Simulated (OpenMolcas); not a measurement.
Ti3+ (d1) in a complex was computed by CASSCF with the d shell active (OpenMolcas, ANO-RCC-VDZP on the metal). Its lowest spin-free states, and all those of the highest spin:

| 2S+1 | Degeneracy | E (cm-1) |
| --- | --- | --- |
| 2 | 2 | 0.0 |
| 2 | 1 | 1052 |
| 2 | 2 | 12819 |

Question: Is the site octahedral, tetrahedral or cube-like, axial, or of lower symmetry?

Answer: The states with 2S+1 = 2 have orbital degeneracies 2, 1, 2. There are pairs but no triples, so the site is axial: not cubic, but with a proper or improper axis of order three or more. The run had Ti3+ with 3 ligands (ammonia) in trigonal planar coordination (C3h) at 2.03 Å. Ligand basis ANO-RCC-VDZP.

An orbital doublet at a regular site is open to a Jahn-Teller distortion, which this geometry leaves out. The least metal-like active orbital is 84 % on the metal (Löwdin) and no ligand orbital is active, so the numbers are rough. Ligand-to-metal charge-transfer states are missing. With metal d orbitals alone the field can be off either way by tens of per cent. The distance lies 7 % over the 1.9 Å that this model takes as the normal distance (a Shannon-type radius plus a fixed donor radius); by an R⁻⁵ law this alone changes a d-shell field by about -28 %. No measured value stands beside these numbers; the geometry was imposed, not optimised, and the real ion may take another.
